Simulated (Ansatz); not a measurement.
Energy profile

The step: SiH₂OF₂ ([OH][SiH]([F])[F]) → SiOF₂ ([O][Si]([F])[F]) + H₂; bonds formed: H2–H4; bonds broken: Si1–H2, O3–H4 (atoms numbered as in the saddle structure below).

| atom | x (Å) | y (Å) | z (Å) |
| --- | --- | --- | --- |
| Si1 | 0.1154 | 0.0139 | 0.4141 |
| H2 | -0.6790 | 0.1589 | -1.1068 |
| O3 | 1.2757 | -0.7234 | -0.2677 |
| H4 | 0.1382 | -0.2874 | -1.1841 |
| F5 | 0.1521 | 1.5103 | 0.8747 |
| F6 | -1.0026 | -0.6722 | 1.2698 |

Electronic energies by CCSD(T) at an estimated basis limit (MP2 extrapolated from triple and quadruple zeta, plus CCSD(T) − MP2 in triple zeta), on PBE0-D4/def2-TZVP structures; SiH₂OF₂, closed shell; no counterpoise correction. Ansatz 0.2.0; basis: def2-TZVPP and def2-QZVPP; cores frozen in the correlated methods. Extrapolation: Hartree–Fock as exp(−7.88 √X), correlation as X^−2.97.

Task: Give the profile in kcal/mol, counted from the start structure. (Judge from chemistry; the value comes from the calculation.)

Result: By the calculation:
```
                                                                                        point  kcal/mol
                                                                              start structure      0.00
                                                                                       saddle     70.20
                                                                                end structure     58.26
separated: SiOF₂ (linked as [O][Si]([F])[F]; Si1, O3, F5, F6; singlet) + H₂ (H2, H4; singlet)     61.03
```

No T1 diagnostic of these runs exceeds 0.016.

For scale, one of the runs: CCSD(T)/def2-TZVPP, 163 basis functions, launched by `ansatz run in.yaml --threads 2 --pin off --events-out ev --progress --plain --max-ram 4352MiB`. The run took 45 s on 2 CPU threads of an Arm Neoverse V1 (shared host), with 1.3 GiB of host memory at its peak.
